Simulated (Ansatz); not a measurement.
Ideal-gas functions of ClGe$_{2}$H$_{4}$ (`[Cl][GeH][GeH3]`) radical at 400 K and 1 bar, from an Ansatz frequency run at PBE0-D4/def2-TZVP.

Molar mass 184.71 g/mol, point group C1 (symmetry number 1), electronic degeneracy 2, moments of inertia 83.057, 384.034, 457.596 u Å². Harmonic wavenumbers (cm⁻¹, unscaled): 73, 86, 249, 373, 412, 456, 543, 666, 778, 869, 874, 2065, 2140, 2159, 2176.

Use S(trans) = R[1.5 ln M + 2.5 ln T − 1.1517]; rotational temperatures θ = 24.2544 K / I; S(rot) = R[ln(√π/σ · √(T³/θAθBθC)) + 1.5]; for each mode x = 1.438777 ν̃/T, S = R[x/(eˣ − 1) − ln(1 − e⁻ˣ)] and H = RT x/(eˣ − 1); 1 cm⁻¹ = 0.0119627 kJ/mol; R = 8.31446 J/(mol·K).

Task: By hand: the entropy, in J/(mol·K).

Result: Translation 180.1. Rotation: θ = 0.292, 0.0632, 0.053 K, giving 120.8. Vibration, mode by mode: 19.46, 18.10, 9.50, 6.47, 5.77, 5.07, 3.96, 2.79, 2.03, 1.57, 1.54, 0.04, 0.03, 0.03, 0.03, in all 76.4. Electronic 5.8. Sum 383.1 J/(mol·K).

Task: By hand: H − E and G − E in kJ/mol, counted from the electronic energy.

Result: Zero-point energy ½ × 13919 × 0.0119627 = 83.3; thermal vibration 15.6; translation, rotation and pV give 4 RT = 13.3. H − E = 112.2 kJ/mol, and G − E = 112.2 − 400 × 383.1/1000 = -41.0 kJ/mol.

Vibration gives 20 % of the entropy, 37.6 J/(mol·K) of it from the modes under 150 cm⁻¹: soft modes count most, and the harmonic formula is weakest for them. The sum counts one conformer and one mirror image; others add a mixing term.
